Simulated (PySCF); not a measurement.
**In³²⁺: ionisation energy**

In³²⁺ [Ne] 3s2 3p5 (2P) → In³³⁺ [Ne] 3s2 3p4 (3P), as a difference of total energies. Computed with PySCF 2.14 in an even-tempered Gaussian basis (18 s from 4.7 bohr⁻², ratio 2.5; 12 p from 6.1 bohr⁻², ratio 2.5; 5 d from 29 bohr⁻², ratio 2.7; 4 f from 43 bohr⁻², ratio 2.7), with the spin-free X2C one-electron Hamiltonian (Gaussian nucleus). Correlated levels: outer shells: 1s2 frozen; virtual orbitals above 40 to 60 times the deepest correlated orbital energy dropped. The calculations carry no spin-orbit coupling.

```tsv
method	ionisation energy (eV)
UHF	2048.7
LDA	2050.9
PBE	2051.1
PBE0	2051.0
r2SCAN	2051.3
BP86	2051.7
revPBE	2051.0
MP2 (outer shells)	2049.7
SCS-MP2 (outer shells)	2049.6
```

Spin-orbit coupling is strong in these open shells (close to jj coupling). The scalar numbers leave it out and a first-order estimate fails, so it can dominate the gap to the real levels.

Breit and QED terms and the two-electron picture change are absent.

For comparison: 2028.5 ± 2.1 eV (semi-empirical (NIST evaluation); NIST Atomic Spectra Database, ionization energies).
